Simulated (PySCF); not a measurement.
**Working out the ionisation energy of Cr²⁺**

Cr²⁺ [Ar] 3d4 (5D) → Cr³⁺ [Ar] 3d3 (4F). Calculation: PySCF 2.14, in aug-cc-pVTZ-DK; scalar relativity by spin-free X2C-1e. Frozen: [Ar]. Energies in hartree (1 hartree = 27.21139 eV):

| part | Cr²⁺ (lower) | Cr³⁺ (upper) |
| --- | --- | --- |
| UHF | -1048.882134 | -1047.791451 |
| CCSD correlation | -0.045801 | -0.019737 |
| (T) | -0.000380 | -0.000048 |

Task: What does Hartree-Fock give?

Result: (-1047.791451) − (-1048.882134) = 1.090683 hartree = 29.679 eV.

Task: What do CCSD and CCSD(T) give?

Result: The CCSD correlation energies differ by 0.026064 hartree = 0.709 eV and the triples by 0.000332 hartree = 0.009 eV, so CCSD gives 30.388 eV and CCSD(T) 30.397 eV.

Reference: 30.959 ± 0.025 eV (measured; NIST Atomic Spectra Database, ionization energies), between the lowest levels; spin-orbit coupling is absent from the calculation.

What remains against the reference includes basis incompleteness, the frozen core and higher excitations.
